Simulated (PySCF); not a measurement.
Si(H)2(OH)(Ph), SMILES c1(ccccc1)[SiH2]O, singlet, GFN2-xTB optimised geometry.

```
16

Si    -2.61    -0.27     0.00
O     -3.21    -0.85     1.40
C     -0.72    -0.27     0.00
C      0.00    -0.40     1.18
C      1.39    -0.38     1.18
C      2.08    -0.23    -0.01
C      1.38    -0.09    -1.19
C     -0.01    -0.11    -1.18
H     -3.07    -1.08    -1.13
H     -3.16     1.08     0.00
H     -2.97    -1.71     1.73
H     -0.53    -0.52     2.12
H      1.93    -0.49     2.11
H      3.16    -0.21    -0.01
H      1.91     0.03    -2.12
H     -0.55     0.00    -2.11
```

Density from PBE0/def2-TZVP in PySCF 2.14.0 at that geometry.

Minimum of the electron density along straight lines between bonded atoms, close to the bond critical point (lines longer than 1.1 times the sum of covalent radii, or with two minima, are not listed):

```tsv
bond	length / Å	ρ at the minimum / e bohr⁻³	∇²ρ there / e bohr⁻⁵	position (fraction from the first atom)
Si1–O2	1.627	0.142	0.91	0.41
Si1–C3	1.890	0.120	0.18	0.39
C3–C4	1.392	0.315	-0.92	0.50
C4–C5	1.383	0.323	-0.96	0.50
C5–C6	1.384	0.322	-0.96	0.50
C6–C7	1.385	0.322	-0.96	0.50
C3–C8	1.392	0.316	-0.92	0.50
C7–C8	1.383	0.323	-0.97	0.50
Si1–H9	1.467	0.126	0.17	0.49
Si1–H10	1.457	0.128	0.19	0.49
O2–H11	0.953	0.363	-2.51	0.81
C4–H12	1.082	0.287	-1.03	0.65
C5–H13	1.081	0.287	-1.03	0.64
C6–H14	1.081	0.288	-1.03	0.65
C7–H15	1.081	0.287	-1.03	0.65
C8–H16	1.081	0.288	-1.03	0.64
```
